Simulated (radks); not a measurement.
Problem. Mg+, configuration [Ne] 3s1 (the NIST ground configuration). All-electron calculation, non-relativistic Kohn-Sham, r2SCAN, spin-unpolarised, spherical densities, point nucleus; meta-GGA in the generalised Kohn-Sham scheme. Program: a radial shooting solver on a logarithmic mesh with Libxc functionals. Some entries of the table are withheld. Estimate them.

orbital,occ.,eigenvalue (eV),r(max) (bohr)
1s,2,(1),0.08541
2s,2,(2),0.5471
2p,6,-57.2176,(3)
3s,1,(4),2.415

Solution. 
(1) 1s eigenvalue (eV): -1275.648
(2) 2s eigenvalue (eV): -91.7740
(3) 2p r(max) (bohr): 0.4803
(4) 3s eigenvalue (eV): -11.2850
